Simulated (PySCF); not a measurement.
## Cost of excited-state runs on `C[C@@H]1C(=O)C=C[C@H](Br)[C@@H]1Cl`, C$_{7}$H$_{8}$BrClO

Cartesian coordinates in Å; atom numbers follow the order of the lines, from 1:
```xyz
18

C     2.287   -0.235    0.135
C     0.849   -0.043   -0.333
C     0.374    1.391   -0.099
O     1.137    2.313    0.047
C    -1.089    1.572   -0.122
C    -1.951    0.563   -0.226
C    -1.499   -0.854   -0.296
Br   -2.814   -2.041    0.565
C    -0.121   -1.026    0.323
Cl   -0.209   -0.691    2.086
H     2.348   -0.132    1.215
H     2.656   -1.217   -0.150
H     2.918    0.528   -0.314
H     0.802   -0.204   -1.420
H    -1.432    2.594   -0.052
H    -3.017    0.737   -0.257
H    -1.478   -1.192   -1.339
H     0.231   -2.056    0.226
```

PySCF with density fitting, on 1 thread of an Intel Xeon, shared host. Command: `OMP_NUM_THREADS=1 python excited_run.py task.json out`

(1) How long does each of these runs take, and how much memory?
- open-shell absorption, BHandHLYP/def2-SVP; 8 states; spin flip; reference multiplicity 3; writes grids
- open-shell absorption, HCTH407/aug-pcseg-1; spin flip; reference multiplicity 3; 2 states; full response

Results:

(1) 
```csv
run,level,basis functions,wall time,peak memory (GiB)
open-shell absorption,BHandHLYP/def2-SVP,202,3.7 min,0.78
open-shell absorption,HCTH407/aug-pcseg-1,319,7.2 min,0.56
```
Times from a shared host are rough.
